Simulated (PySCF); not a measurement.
C₂H₅Cl₂FGeO, singlet, at a GFN2-xTB geometry, atoms displaced at random by about 0.03 Å a coordinate; TPSS/STO-3G, gradient (PySCF).

Input for PySCF:
```python
from pyscf import gto, scf, dft

mol = gto.M(
    atom='''
C     3.548107   -0.203676   -0.688541
C     2.163927   -0.753502   -0.792932
O     1.229824    0.283744   -0.521921
Ge   -0.410649    0.224448    0.122724
F    -0.597413    1.947165    0.556509
Cl   -1.834137   -0.098197   -1.345992
Cl   -0.644889   -0.940629    1.790713
H     3.672803    0.596256   -1.394056
H     4.272050   -0.986987   -0.998192
H     3.717417    0.085215    0.224742
H     1.908206   -1.111911   -1.829366
H     1.977301   -1.602575   -0.059101
''',
    basis='sto-3g',
    charge=0,
    spin=0,
    verbose=3,
)

mf = dft.RKS(mol)
mf.xc = 'tpss'
mf.grids.level = 0
mf.kernel()
g = mf.nuc_grad_method()
g.grid_response = False
grad = g.kernel()
```

Question: Write the output that PySCF gives for this input, abridged.

Answer: 
```
converged SCF energy = -3214.59072860347
--------------- RKS gradients ---------------
         x                y                z
0 C    -0.0136534723     0.0536893365     0.1227083982
1 C     0.0497697093     0.0613206654     0.0033997648
2 O     0.0575153944    -0.0354112758    -0.0237348725
3 Ge    -0.0620444997    -0.0633423575     0.0195827974
4 F    -0.0093902859     0.0734717817     0.0126870445
5 Cl     0.0215747021     0.0120307298     0.0192135206
6 Cl     0.0043869507     0.0229470894    -0.0310200368
7 H    -0.0027072763    -0.0239951271     0.0121611617
8 H     0.0018005105    -0.0016272590    -0.0063079733
9 H    -0.0315512250    -0.0459834359    -0.1346217607
10 H    -0.0124851565     0.0085898372    -0.0025960331
11 H    -0.0121177062    -0.0022305621     0.0116131664
----------------------------------------------
```
